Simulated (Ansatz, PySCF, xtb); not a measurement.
Bond stretch in HCl (cation, charge +1), doublet. Each curve is given relative to its own lowest point near equilibrium.

```csv
R / Å,A,B,C
1.00,103.5,85.8,91.4
1.07,55.1,40.9,45.3
1.12,32.4,21.8,24.5
1.18,14.7,8.2,9.2
1.25,3.7,1.0,1.1
1.28,1.4,0.0,0.0
1.32,0.0,0.0,0.3
1.37,0.5,1.8,2.7
1.40,1.8,3.6,5.1
1.48,7.7,10.3,13.6
1.54,13.9,16.8,21.4
1.64,25.9,29.5,35.5
1.80,46.9,51.8,57.6
2.01,73.0,78.9,79.4
2.17,90.3,96.4,90.6
2.36,107.8,113.4,100.1
2.62,126.6,130.7,108.8
2.89,140.8,142.5,114.3
3.18,151.0,—,117.5
3.54,158.2,—,119.3
3.98,161.8,—,120.1
4.66,163.1,—,120.4
5.28,163.4,—,120.4
```

Energies in mEh.

Task: Match the curves with the methods GFN1-xTB in xtb; CCSDT(Q) on UHF/aug-cc-pVDZ, frozen core run with Ansatz (a first-principles code); unrestricted Hartree-Fock/6-31G*, spherical d in PySCF.

Result: A is UCCSDT(Q); B is GFN1-xTB; C is UHF/6-31G*.

Dashes: no converged value, or the column stops at the first point that the program doubted or that broke a chosen test of continuity, which isn't proof of a fault.

The unrestricted determinant behind UHF/6-31G*, UCCSDT(Q) is spin-contaminated at 2.01 to 5.28 Å (<S²> up to 1.8, against 0.75 for a pure doublet).
